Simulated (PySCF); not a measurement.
VF5, SMILES [F][V]([F])([F])([F])[F], multiplicity 1.

Geometry: ωB97X-D3(BJ)/def2-SVP. The spin state was assumed, not searched. The isomer is the one that the SMILES or the coordinates give; other isomers of the formula were not compared.

Calculation: PBE/def2-TZVP (PySCF).

Symmetry labels are those of the subgroup C2v that the program uses (full group D3h).

Question: List the valence orbital energies around the gap with their symmetry. (Estimate from the structure and the level; the computed values follow.)

Answer: 
| orbital | symmetry | energy (eV) |
|---|---|---|
| HOMO−7 | B1 | -11.83 |
| HOMO−6 | B2 | -11.72 |
| HOMO−5 | B1 | -11.30 |
| HOMO−4 | A1 | -10.62 |
| HOMO−3 | B1 | -10.62 |
| HOMO−2 | B2 | -10.54 |
| HOMO−1 | A2 | -10.17 |
| HOMO | B2 | -10.17 |
| LUMO | A2 | -6.16 |
| LUMO+1 | B2 | -6.16 |
| LUMO+2 | A1 | -4.94 |
| LUMO+3 | B1 | -4.94 |
